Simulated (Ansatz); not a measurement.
Isolated molecules relaxed with PBE0-D4/def2-TZVP in Ansatz; ΔE leaves out vibrations. CCSD(T)/CBS adds triple-zeta CCSD(T) − MP2 to the extrapolated MP2 energy (def2 sets, frozen cores). This one scheme is used for every species. Functionals use def2-TZVPP. B3LYP here is the variant with VWN-RPA as its local correlation; programs differ in this. One conformer a species, not always the lowest.

`F[SiH2]O[SiH2]F` + `BO` → `BO[SiH2]F` + `O[SiH2]F`  (ligand exchange at the Si–O bond)

`F[SiH2]O[SiH2]F`:

Cartesian coordinates in Å:
```
F 0.086 2.009 -1.294
Si 0.681 1.422 0.063
O -0.091 0.045 0.431
Si -0.707 -1.409 0.062
F 0.358 -2.228 -0.793
H 2.117 1.158 -0.156
H 0.421 2.404 1.134
H -0.945 -2.147 1.318
H -1.920 -1.253 -0.766
```

`BO`:

Cartesian coordinates in Å:
```
B 0.271 -0.124 0.297
O -0.775 0.557 -0.212
H 0.515 0.047 1.455
H 0.916 -0.864 -0.397
H -0.928 0.384 -1.144
```

`BO[SiH2]F`:

Z-matrix (Å, degrees):
```
Si
O 1 1.641
F 1 1.589 2 107.9
H 1 1.479 2 110.5 3 118.0
H 1 1.474 2 108.0 3 -116.7
B 2 1.352 1 132.4 3 -107.2
H 6 1.197 2 118.0 1 178.1
H 6 1.203 2 119.8 1 -2.2
```

`O[SiH2]F`:

Z-matrix (Å, degrees):
```
Si
F 1 1.596
O 1 1.630 2 111.0
H 1 1.482 2 106.0 3 121.4
H 1 1.474 2 108.2 3 -116.3
H 3 0.958 1 119.1 2 71.8
```

Problem. Is it downhill or uphill in electronic energy at CCSD(T)/CBS, and by how much? (An estimate is asked.)

Solution. Computed: Uphill: ΔE = +25.6 kJ/mol.

Problem. What do these levels give: r2SCAN0-D4, ωB97X-V, B3LYP, MP2/def2-SVP, SCS-MP2/def2-TZVPP, HF/CBS(def2)? (Estimate.)

Solution. The calculation gave: r2SCAN0-D4 26.3, ωB97X-V 25.7, B3LYP 25.7, MP2/def2-SVP 33.0, SCS-MP2/def2-TZVPP 26.0, HF/CBS(def2) 27.4 kJ/mol.

Largest T1 diagnostic among the species: 0.014.

Leaving LDA and LC-ωPBE aside and taking each functional with its dispersion term where it has one, the values, not all of them listed here, spread over 3.3 kJ/mol, from PBE-QIDH to BHLYP-D4. At CCSD(T), def2-SVP lies +8.4 kJ/mol from the extrapolated value and def2-TZVPP +0.5 kJ/mol.
